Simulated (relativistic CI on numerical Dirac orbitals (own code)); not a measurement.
**Radial parameters of Hg⁷⁸⁺**

Method of calculation: Dirac-Coulomb-Breit CI, KLI orbitals optimised for each configuration, a model potential for QED, unscaled Slater integrals (own radial code, finite nucleus).

Slater integrals F^k, G^k are unscaled and averaged over j, outside the closed core (none); ζ comes from projecting the Hamiltonian with its Breit term on Σ l·s of the shell.

- 1s2s: G^0(1s,2s) = 555470 cm⁻¹; <r>(1s) = 0.01643, <r^2>(1s) = 0.000373, <r>(2s) = 0.0656, <r^2>(2s) = 0.005135 (bohr units).
- 1s2p: G^1(1s,2p) = 837390, ζ(2p) = 1.2134e+07 cm⁻¹; <r>(1s) = 0.01643, <r^2>(1s) = 0.000373, <r>(2p) = 0.0584, <r^2>(2p) = 0.004168 (bohr units).
- 1s3s: G^0(1s,3s) = 143270 cm⁻¹; <r>(1s) = 0.01642, <r^2>(1s) = 0.0003725, <r>(3s) = 0.1532, <r^2>(3s) = 0.02692 (bohr units).

Averages of the first 10 configurations, taken without configuration mixing, which lowers the lowest level and can move excited configurations by several eV; other configurations of the list can lie among them:

```tsv
Configuration	Parity	States	Average energy above the lowest level (eV)
1s²	even	1	0.7
1s2s	even	4	70060.3
1s2p	odd	12	71662.6
1s3s	even	4	83707.4
1s3p	odd	12	84181.8
1s3d	even	20	84522.8
1s4s	even	4	88374.8
1s4p	odd	12	88572.7
1s4d	even	20	88716.2
1s4f	odd	28	88769.2
```
